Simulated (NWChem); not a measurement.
C₂H₃BF₂; SMILES C(B(F)F)=C

```xyz
8

B     -0.0215     0.5188     0.0000
F     -0.7359     1.6310     0.0000
F      1.2943     0.6589     0.0000
C     -0.6878    -0.8791     0.0000
C      0.0436    -2.0020     0.0000
H     -1.7810    -0.9533     0.0000
H     -0.4099    -2.9988     0.0000
H      1.1383    -1.9639     0.0000
```
Atoms are numbered in this order, from 1.

Results from NWChem. The geometry was optimised at PBE0/def2-SVP. Vertical excitations in the gas phase.

**Question.** Predict the results for PBE/def2-SVP, TDA. Quantities: lowest excitation, singlet (eV); oscillator strength of that lowest state; lowest state with f > 0.02, singlet (eV); oscillator strength of that bright state; orbital gap (eV).

**Answer.** The lowest excitation, singlet (eV) comes out as 6.16 and the oscillator strength of that lowest state is 0.003. The lowest state with f > 0.02, singlet (eV) is 7.20 and the oscillator strength of that bright state comes out as 0.425. The orbital gap (eV) is 4.99.
